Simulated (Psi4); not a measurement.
Psi4 input (wB97X-D/6-31G*):

```
memory 1500 MB

molecule {
-1 1
C    -1.32242100   -0.11982500   -0.08214200
C     0.12245500    0.01674700   -0.55414100
F     0.78381300   -1.06184300    0.19671700
F     0.57909600    1.18200300    0.21929100
H    -1.40615300   -0.13857400    1.02222000
H    -1.74964700   -1.04420600   -0.48316500
H    -1.91058700    0.71980800   -0.46541900
symmetry c1
no_reorient
no_com
}

set {
  basis 6-31G*
  reference rks
  scf_type pk
  dft_radial_points 99
  dft_spherical_points 590
  e_convergence 1e-8
  d_convergence 1e-7
  maxiter 150
}

e = energy('wb97x-d')
print_out(f'\nFINAL {e:.10f} DIPOLE {variable("CURRENT DIPOLE")[0]:.6f} {variable("CURRENT DIPOLE")[1]:.6f} {variable("CURRENT DIPOLE")[2]:.6f}\n')
```

Output:

```
   => Loading Basis Set <=

    Name: 6-31G*
    Role: ORBITAL
    Keyword: BASIS
    atoms 1-2 entry C          line   111 file 6-31gs.gbs
    atoms 3-4 entry F          line   162 file 6-31gs.gbs
    atoms 5-7 entry H          line    44 file 6-31gs.gbs

   => WB97X-D: Empirical Dispersion <=

    Chai and Head-Gordon Dispersion Correction
    Chai, J.-D.; Head-Gordon, M. (2010), J. Chem. Phys., 132: 6615-6620

        s6 =       1.000000

         ---------------------------------------------------------
                                   SCF
               by Justin Turney, Rob Parrish, Andy Simmonett
                          and Daniel G. A. Smith
                              RKS Reference
         ---------------------------------------------------------

  ==> Geometry <==

    Molecular point group: c1
    Full point group: C1

    Geometry (in Angstrom), charge = -1, multiplicity = 1:

       Center              X                  Y                   Z               Mass
    ------------   -----------------  -----------------  -----------------  -----------------
         C           -1.322421000000    -0.119825000000    -0.082142000000    12.000000000000
         C            0.122455000000     0.016747000000    -0.554141000000    12.000000000000
         F            0.783813000000    -1.061843000000     0.196717000000    18.998403162730
         F            0.579096000000     1.182003000000     0.219291000000    18.998403162730
         H           -1.406153000000    -0.138574000000     1.022220000000     1.007825032230
         H           -1.749647000000    -1.044206000000    -0.483165000000     1.007825032230
         H           -1.910587000000     0.719808000000    -0.465419000000     1.007825032230

  Running in c1 symmetry.

  Rotational constants: A =      0.30731  B =      0.30204  C =      0.17086 [cm^-1]
  Rotational constants: A =   9212.86136  B =   9054.87934  C =   5122.15358 [MHz]
  Nuclear repulsion =  119.197957776500061

  Charge       = -1
  Multiplicity = 1
  Electrons    = 34
  Nalpha       = 17
  Nbeta        = 17

  ==> Algorithm <==

  SCF Algorithm Type is PK.
  DIIS enabled.
  MOM disabled.
  Fractional occupation disabled.
  Guess Type is SAD.
  Energy threshold   = 1.00e-08
  Density threshold  = 1.00e-07
  Integral threshold = 1.00e-12

  ==> Primary Basis <==

  Basis Set: 6-31G*
    Blend: 6-31G*
    Number of shells: 30
    Number of basis functions: 66
    Number of Cartesian functions: 66
    Spherical Harmonics?: false
    Max angular momentum: 2

  ==> DFT Potential <==

   => LibXC <=

    Version 7.1.2
    S. Lehtola, C. Steigemann, M. J. T. Oliveira, and M. A. L. Marques,  SoftwareX 7, 1–5 (2018) (10.1016/j.softx.2017.11.002)

   => Composite Functional: WB97X-D <=

    wB97X-D Hyb-GGA Exchange-Correlation Functional

    J.-D. Chai and M. Head-Gordon,  Phys. Chem. Chem. Phys. 10, 6615–6620 (2008) (10.1039/B810189B)

    Deriv               =              1
    GGA                 =           TRUE
    Meta                =          FALSE

    Exchange Hybrid     =           TRUE
    MP2 Hybrid          =          FALSE

   => Exchange-Correlation Functionals <=

    1.0000   wB97X-D range-separated functional

   => Exact (HF) Exchange <=

    0.7780            HF,LR [omega = 0.2000]
    0.2220               HF

   => LibXC Density Thresholds  <==

    XC_HYB_GGA_XC_WB97X_D:  1.00E-14

   => Molecular Quadrature <=

    Radial Scheme          =       TREUTLER
    Pruning Scheme         =           NONE
    Nuclear Scheme         =       TREUTLER

    Blocking Scheme        =         OCTREE
    BS radius alpha        =              1
    Pruning alpha          =              1
    Radial Points          =             99
    Spherical Points       =            590
    Total Points           =         387195
    Total Blocks           =           2842
    Max Points             =            256
    Max Functions          =             65
    Weights Tolerance      =       1.00E-15

  ==> Integral Setup <==

  Using in-core PK algorithm.
   Calculation information:
      Number of atoms:                   7
      Number of AO shells:              30
      Number of primitives:             72
      Number of atomic orbitals:        66
      Number of basis functions:        66

      Integral cutoff                 1.00e-12
      Number of threads:                 1

  Performing in-core PK
  Using 7336098 doubles for integral storage.
  We computed 105616 shell quartets total.
  Whereas there are 108345 unique shell quartets.

  Computing range-separated integrals for PK
  We computed 105616 wK shell quartets total.
  Whereas there are 108345 wK unique shell quartets.

  ==> DiskJK: Disk-Based J/K Matrices <==

    J tasked:                  Yes
    K tasked:                  Yes
    wK tasked:                 Yes
    Omega:               2.000E-01
    Schwarz Cutoff:          1E-12


  Cached 100.0% of DFT collocation blocks in 0.644 [GiB].

  Minimum eigenvalue in the overlap matrix is 3.0124733649E-03.
  Reciprocal condition number of the overlap matrix is 4.8675822790E-04.
    Using symmetric orthogonalization.

  ==> Pre-Iterations <==

  SCF Guess: Superposition of Atomic Densities via on-the-fly atomic UHF (no occupation information).

   -------------------------
    Irrep   Nso     Nmo
   -------------------------
     A         66      66
   -------------------------
    Total      66      66
   -------------------------

  ==> Iterations <==

                        Total Energy        Delta E     RMS |[F,P]|

   @RKS iter SAD:  -276.58913060303496   -2.76589e+02   0.00000e+00
   @RKS iter   1:  -277.39246708765461   -8.03336e-01   8.68198e-03 ADIIS/DIIS
   @RKS iter   2:  -277.47059401149767   -7.81269e-02   6.79139e-03 ADIIS/DIIS
   @RKS iter   3:  -277.54047375469503   -6.98797e-02   8.55563e-04 ADIIS/DIIS
   @RKS iter   4:  -277.54158175298443   -1.10800e-03   3.38072e-04 ADIIS/DIIS
   @RKS iter   5:  -277.54179051337542   -2.08760e-04   7.07076e-05 DIIS
   @RKS iter   6:  -277.54180502576094   -1.45124e-05   2.19002e-05 DIIS
   @RKS iter   7:  -277.54180655107450   -1.52531e-06   4.81647e-06 DIIS
   @RKS iter   8:  -277.54180673703303   -1.85959e-07   1.20766e-06 DIIS
   @RKS iter   9:  -277.54180675498378   -1.79508e-08   2.75034e-07 DIIS
   @RKS iter  10:  -277.54180675592085   -9.37064e-10   4.89053e-08 DIIS
  Energy and wave function converged.

  ==> Post-Iterations <==

   Electrons on quadrature grid:
      Ntotal   =   33.9999999727 ; deviation = -2.728e-08

    Orbital Energies [Eh]
    ---------------------

    Doubly Occupied:

       1A    -24.521628     2A    -24.521625     3A    -10.103322
       4A    -10.070773     5A     -1.009652     6A     -0.964678
       7A     -0.604202     8A     -0.427447     9A     -0.316608
      10A     -0.297287    11A     -0.281716    12A     -0.257969
      13A     -0.230464    14A     -0.196989    15A     -0.177807
      16A     -0.170958    17A      0.004906

    Virtual:

      18A      0.394121    19A      0.431296    20A      0.432055
      21A      0.491738    22A      0.531723    23A      0.546097
      24A      0.855041    25A      0.891407    26A      0.904733
      27A      0.918226    28A      0.925463    29A      0.975288
      30A      1.126317    31A      1.175232    32A      1.175717
      33A      1.258768    34A      1.432083    35A      1.453733
      36A      1.463620    37A      1.616427    38A      1.658669
      39A      1.664384    40A      1.710487    41A      1.775110
      42A      1.802255    43A      1.851804    44A      2.011092
      45A      2.151034    46A      2.167642    47A      2.190023
      48A      2.204897    49A      2.252181    50A      2.271353
      51A      2.351032    52A      2.355765    53A      2.426112
      54A      2.476500    55A      2.522391    56A      2.553863
      57A      2.825995    58A      2.834278    59A      2.902026
      60A      2.927656    61A      3.314563    62A      3.423612
      63A      4.316891    64A      4.441200    65A      4.686343
      66A      5.015238

    Final Occupation by Irrep:
              A
    DOCC [    17 ]
    NA   [    17 ]
    NB   [    17 ]

  @RKS Final Energy:  -277.54180675592085

   => Energetics <=

    Nuclear Repulsion Energy =            119.1979577765000613
    One-Electron Energy =                -629.4278245579647546
    Two-Electron Energy =                 255.8208187642489975
    DFT Exchange-Correlation Energy =     -23.1312854585030436
    Empirical Dispersion Energy =          -0.0014732802020858
    VV10 Nonlocal Energy =                  0.0000000000000000
    Total Energy =                       -277.5418067559208453

Computation Completed

Properties will be evaluated at   0.000000,   0.000000,   0.000000 [a0]

Properties computed using the SCF density matrix

 Multipole Moments:

 ------------------------------------------------------------------------------------
     Multipole            Electronic (a.u.)      Nuclear  (a.u.)        Total (a.u.)
 ------------------------------------------------------------------------------------

 L = 1.  Multiply by 2.5417464519 to convert [e a0] to [Debye]
 Dipole X            :         -0.6543538           -0.0000038           -0.6543576
 Dipole Y            :         -0.0648589           -0.0000000           -0.0648589
 Dipole Z            :          0.5126421            0.0000189            0.5126610
 Magnitude           :                                                    0.8337936

 ------------------------------------------------------------------------------------

FINAL -277.5418067559 DIPOLE -0.654358 -0.064859 0.512661

*** Psi4 exiting successfully. Buy a developer a beer!
```

The dipole moment of an ion depends on the origin.

The geometry given is a B3LYP-D3(BJ)/def2-TZVP minimum.
